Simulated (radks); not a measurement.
Spherical quantum dot in the effective-mass picture: electrons in a well V = -V0 / (1 + exp((r - R)/a)) with V0 = 19.4, R = 3.41, a = 0.18, all in effective atomic units (hartree* = m*/eps^2 hartree, bohr* = eps/m* bohr), one dielectric constant everywhere. Calculated with a radial shooting solver with Libxc functionals: non-relativistic Kohn-Sham, PBE, spin-polarised, spherical densities. Levels are named by radial order and angular momentum (1s, 1p, 1d, 2s, ...), and open shells are averaged over m. Results are scaled to m* = 0.249 and eps = 6.4, for which hartree* = 165.4 meV and bohr* = 1.36 nm.

N = 6, configuration 1s2 1p(up 3, down 1). This is the lowest configuration that the search found. Occupied and some empty levels:

| level | occupation | eigenvalue (meV) | <r> (nm) |
|---|---|---|---|
| 1s up | 1 | -2742.2 | 2.556 |
| 1s down | 1 | -2731.8 | 2.534 |
| 1p up | 3 | -2682.8 | 2.829 |
| 1p down | 1 | -2671.1 | 2.823 |
| 1d up | 0 | -2596.0 | 3.022 |
| 1d down | 0 | -2584.0 | 3.021 |
| 2s up | 0 | -2505.7 | 2.184 |
| 2s down | 0 | -2500.1 | 2.182 |
| 1f up | 0 | -2486.5 | 3.171 |
| 1f down | 0 | -2474.4 | 3.173 |

Energy (meV): total -17422.8, kinetic 680.83, external -19084, Hartree 1334.8, exchange-correlation -354.71.
